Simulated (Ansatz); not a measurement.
A run for Ansatz (a quantum-chemistry and plane-wave program): R-MP2/def2-TZVPPD on stibine (SMILES [SbH3]), atoms moved off the minimum. Elements past Kr take the def2 small-core potentials; no spin–orbit coupling. Files ending in .json are basis or fitting sets from the Basis Set Exchange. The run froze 9 orbitals, filled d shells among them.

Ansatz 0.2 input:
```yaml
crystal:
  periodic: [false, false, false]
  atoms:
    - {symbol: Sb, position_ang: [0.12645955, -0.07296368, -0.01558578]}
    - {symbol: H, position_ang: [-1.04873183, -0.93161263, -1.07692158]}
    - {symbol: H, position_ang: [-0.54061214, 1.48828159, -0.78819805]}
    - {symbol: H, position_ang: [1.45680568, -0.19543657, -1.02156860]}
basis:
  gaussian:
    orbitals: def2-TZVPPD.json
magnetization: {spin_polarized: false}
correlation: {method: mp2, electrons: outside_noble_gas}
scf: {lower_state_search: off}
output: {forces: true}
```

Program output:

```
WARN ansatz: RAYON_NUM_THREADS=1 ignored (pool sized by the plan → 1); use --threads N
Functional definition: HF
these checks for a lower state are left out or cut short: starts, cluster_reference, orbital_swaps, neighbouring_geometries, increment
integrals: 0.06 GiB planned
765 factors; integrals over basis functions are off by at most 6.4e-4 eV
mean field: 0.18 GiB planned
mean field evaluation 1: about -6556.6725 eV, gradient 8.0e0 eV
mean field evaluation 2: about -6556.6742 eV, gradient 8.0e0 eV
mean field evaluation 4: about -6557.1152 eV, gradient 9.6e-1 eV
mean field evaluation 8: about -6557.1184 eV, gradient 4.4e-4 eV
mean field -6557.11839069 eV, -240.9696562832 hartree, gradient 1.7e-6 eV, S^2 0.000000; 0 other end points of the search recorded, 0 dependent functions left out
9 core orbitals not correlated
reference -6557.11839069 eV, -240.9696562832 hartree; 4, 4 occupied and 94, 94 virtual orbitals, 765 factors
densities: 0.18 GiB planned
second order -3.84925372 eV of doubles, -0.00000000 eV of singles
the calculation of the forces begins
Total energy: -6560.96764440 eV, -241.1111137482 hartree
Atom 0 at     0.126460    -0.072964    -0.015586 Å, force    -2.076669     1.018974    -0.911975 eV/Å
Atom 1 at    -1.048732    -0.931613    -1.076922 Å, force     1.008607     0.379588     0.655863 eV/Å
Atom 2 at    -0.540612     1.488282    -0.788198 Å, force     0.852916    -1.374716     0.758895 eV/Å
Atom 3 at     1.456806    -0.195437    -1.021569 Å, force     0.215146    -0.023846    -0.502783 eV/Å
Dipole moment:     0.084800    -0.055300     0.083893 e Å
Checks for a lower state left out: starts, cluster_reference, orbital_swaps, neighbouring_geometries, increment
```

The run converged.

Cost: about 3 core-seconds (a rough figure).
